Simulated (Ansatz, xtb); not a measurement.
Species: VO₂, charge 0, multiplicity 2. The spin state was set by rule; other spins were not relaxed. 
Structure (B3LYP-D3(BJ)/def2-TZVP (Ansatz, a program for electronic structure) minimum search):
```xyz
3

V      0.2010    -0.1990     0.2072
O      0.7601     0.4545    -1.1536
O     -1.3380     0.1178     0.5577
```
Charge 0, spin multiplicity 2.

Harmonic wavenumbers from GFN2-xTB (xtb, at its own minimum), cm⁻¹: 352, 941, 1006.

Problem. Give the harmonic wavenumbers at B3LYP-D3(BJ)/def2-TZVP (Ansatz, finite differences of forces, unscaled).

Solution. 263, 1005, 1033 cm⁻¹. Zero-point energy 3.3 kcal/mol.

Problem. From these and the geometry, give the ideal-gas thermochemistry at 298.15 K and 1 atm (rigid rotor, harmonic oscillator).

Solution. Point group C2v, rotational symmetry number 2. Rotational constants 35.2, 8.487, 6.838 GHz. S(trans) 39.16, S(rot) 21.20, S(vib) 1.81, S(elec, spin only) 1.38, S 63.6 cal/(mol K). H(298) - H(0) 2.71 kcal/mol; G - E(el) -13.0 kcal/mol.
